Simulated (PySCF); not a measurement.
Br²⁺: ionisation energy

Br²⁺ [Ar] 3d10 4s2 4p3 (4S) → Br³⁺ [Ar] 3d10 4s2 4p2 (3P), as a difference of total energies. Computed with PySCF 2.14 in def2-QZVPPD (12s8p5d4f1g, 98 functions), with no relativity, point nucleus. Correlated levels: valence: [Ar] 3d10 frozen; valence and next inner shell: [Ne] frozen. The calculations carry no spin-orbit coupling.

```csv
method,ionisation energy (eV),plus first-order spin-orbit estimate,difference from reference of that sum (eV)
UHF,34.582,34.193,-0.678
LDA,35.253,34.864,-0.007
PBE,35.070,34.681,-0.190
PBE0,35.179,34.790,-0.081
r2SCAN,35.386,34.997,+0.126
LC-wPBE,35.231,34.842,-0.029
wB97X-V,34.903,34.514,-0.357
BHandHLYP,35.013,34.623,-0.248
M06-2X,34.984,34.595,-0.276
MP2 (valence),35.153,34.764,-0.107
SCS-MP2 (valence),34.994,34.605,-0.266
MP2 (valence and next inner shell),35.337,34.948,+0.077
SCS-MP2 (valence and next inner shell),35.128,34.739,-0.132
```

Reference: 34.871 ± 0.019 eV (measured; NIST Atomic Spectra Database, ionization energies).

A first-order spin-orbit estimate (lowest level to lowest level, LS coupling) adds -0.389 eV.

These non-relativistic numbers lack the scalar-relativistic shift.

Errors of the correlated levels include the incompleteness of this basis and the frozen core.
